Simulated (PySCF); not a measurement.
# Polarisability and C₆ of Be⁺ (beryllium, charge +1)

[He] 2s1, 2S determinant. All numbers are calculated (PySCF 2.14, scalar relativity by spin-free X2C-1e, in ANO-RCC-VTZP (4s3p2d1f, 30 functions)). Coupled (time-dependent) response in atomic units; α is the mean over directions. The basis has no added diffuse functions, which lowers α and C₆.

```json
{"method": "UHF", "mean α (bohr³)": "24.86", "C₆ (like pair)": "70.74", "S(−4)": "1097"}
{"method": "PBE", "mean α (bohr³)": "21.65", "C₆ (like pair)": "57.38", "S(−4)": "836.4"}
{"method": "PBE0", "mean α (bohr³)": "22.34", "C₆ (like pair)": "60.18", "S(−4)": "891.1"}
{"method": "r2SCANh", "mean α (bohr³)": "26.00", "C₆ (like pair)": "77.95", "S(−4)": "1134"}
{"method": "BP86", "mean α (bohr³)": "22.08", "C₆ (like pair)": "59.32", "S(−4)": "864.5"}
```

S(−4) is the Cauchy moment in α(ω) = α(0) + S(−4) ω² + …

α(iu) at PBE:

```json
{"u (hartree)": "0", "α(iu) (bohr³)": "21.65"}
{"u (hartree)": "0.0500", "α(iu) (bohr³)": "19.74"}
{"u (hartree)": "0.100", "α(iu) (bohr³)": "15.64"}
{"u (hartree)": "0.200", "α(iu) (bohr³)": "8.632"}
{"u (hartree)": "0.300", "α(iu) (bohr³)": "5.013"}
{"u (hartree)": "0.500", "α(iu) (bohr³)": "2.202"}
{"u (hartree)": "0.750", "α(iu) (bohr³)": "1.085"}
{"u (hartree)": "1.00", "α(iu) (bohr³)": "0.6521"}
{"u (hartree)": "1.50", "α(iu) (bohr³)": "0.3247"}
{"u (hartree)": "2.00", "α(iu) (bohr³)": "0.2047"}
{"u (hartree)": "3.00", "α(iu) (bohr³)": "0.1139"}
{"u (hartree)": "5.00", "α(iu) (bohr³)": "0.05946"}
```

A single London oscillator, α(iu) = α/(1 + u²/ω²), gives C₆ = (3/4) ω α². Matching the computed C₆ needs ω = 4 × 57.38 / (3 × 21.65²) = 0.163 hartree.

For an ion, C₆ is the dispersion term alone; charge-induced terms of lower order in 1/R come first.
